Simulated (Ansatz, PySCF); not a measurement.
The PySCF input:
```python
from pyscf import gto, scf, mp

mol = gto.Mole()
mol.atom = '''
    B    -0.910625    1.131495    0.290768
    N    -1.376959   -0.125734    0.016191
    B    -0.697194   -1.278310   -0.271863
    N     0.738839   -1.115496   -0.281443
    B     1.357802    0.123985   -0.015966
    N     0.530975    1.231447    0.266511
    H    -1.573257    2.068270    0.528503
    H    -1.184589   -2.320098   -0.496074
    H     1.295052   -1.931439   -0.487825
    H     2.528002    0.230840   -0.029726
    H     0.934891    2.135062    0.461604
'''
mol.basis = 'sto-3g'
mol.charge = 0
mol.spin = 1
mol.verbose = 4
mol.build()

mf = scf.UHF(mol)
mf.kernel()

pt = mp.MP2(mf, frozen=6)
pt.kernel()
print('E(MP2) = %.10f' % pt.e_tot)
```

Problem. Give the equivalent Ansatz (a quantum-chemistry and plane-wave program) input.

Solution. One answer among several that fit: 
Ansatz 0.2 input:
```yaml
crystal:
  periodic: [false, false, false]
  atoms:
    - {symbol: B, position_ang: [-0.91062503, 1.13149532, 0.29076823]}
    - {symbol: N, position_ang: [-1.37695949, -0.12573446, 0.01619112]}
    - {symbol: B, position_ang: [-0.69719392, -1.27831028, -0.27186253]}
    - {symbol: N, position_ang: [0.73883889, -1.11549616, -0.28144257]}
    - {symbol: B, position_ang: [1.35780215, 0.12398515, -0.01596586]}
    - {symbol: N, position_ang: [0.53097538, 1.23144686, 0.26651132]}
    - {symbol: H, position_ang: [-1.57325668, 2.06827039, 0.52850262]}
    - {symbol: H, position_ang: [-1.18458869, -2.32009784, -0.49607420]}
    - {symbol: H, position_ang: [1.29505236, -1.93143915, -0.48782490]}
    - {symbol: H, position_ang: [2.52800212, 0.23083975, -0.02972578]}
    - {symbol: H, position_ang: [0.93489140, 2.13506227, 0.46160388]}
basis:
  gaussian:
    orbitals: STO-3G
magnetization: {spin_polarized: true, initial_magnetization: 1}
correlation: {method: mp2, electrons: outside_noble_gas}
accuracy: high
```

Both were run: PySCF gave -237.743898 Eh and Ansatz -237.743899 Eh, 0.000 mEh apart.
